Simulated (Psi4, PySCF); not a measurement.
Here is a job for PySCF.
```python
from pyscf import gto, scf, dft

mol = gto.M(
    atom='''
C    -0.65581910    1.47443797   -1.21466416
Si   -0.06314066   -0.07709093   -0.27769055
C     1.51624336   -0.77988421   -1.08271036
C    -1.43721760   -1.39878350   -0.23934351
S     0.39453478    0.48170308    1.73515090
H    -0.89939338    1.23332074   -2.24460081
H    -1.54195054    1.89709658   -0.75084446
H     0.11073349    2.24341738   -1.22277179
H     1.87634128   -1.65065181   -0.54318165
H     1.32639151   -1.07675845   -2.10938335
H     2.31359264   -0.04286782   -1.08894708
H    -1.70011851   -1.71096520   -1.24515718
H    -2.33442814   -1.01686300    0.23830482
H    -1.11899547   -2.27832619    0.31214292
''',
    basis='sto-3g',
    spin=1,
    verbose=4,
)

mf = dft.UKS(mol)
mf.xc = 'revpbe'
mf.grids.atom_grid = (99, 590)
mf.grids.prune = None
mf.kernel()
```

### Question
Give the equivalent Psi4 input.

### Answer
Several could match; the one computed here: 
```
memory 2 GB

molecule mol {
0 2
  C    -0.655819    1.474438   -1.214664
  Si   -0.063141   -0.077091   -0.277691
  C     1.516243   -0.779884   -1.082710
  C    -1.437218   -1.398783   -0.239344
  S     0.394535    0.481703    1.735151
  H    -0.899393    1.233321   -2.244601
  H    -1.541951    1.897097   -0.750844
  H     0.110733    2.243417   -1.222772
  H     1.876341   -1.650652   -0.543182
  H     1.326392   -1.076758   -2.109383
  H     2.313593   -0.042868   -1.088947
  H    -1.700119   -1.710965   -1.245157
  H    -2.334428   -1.016863    0.238305
  H    -1.118995   -2.278326    0.312143
}

set basis sto-3g
set reference uks
set scf_type pk
set puream true
set d_convergence 1e-8
set dft_radial_points 99
set dft_spherical_points 590

energy('revpbe')
print_variables()
```

Both were run: PySCF gave -798.096847 Eh and Psi4 -798.096847 Eh, 0.000 mEh apart.
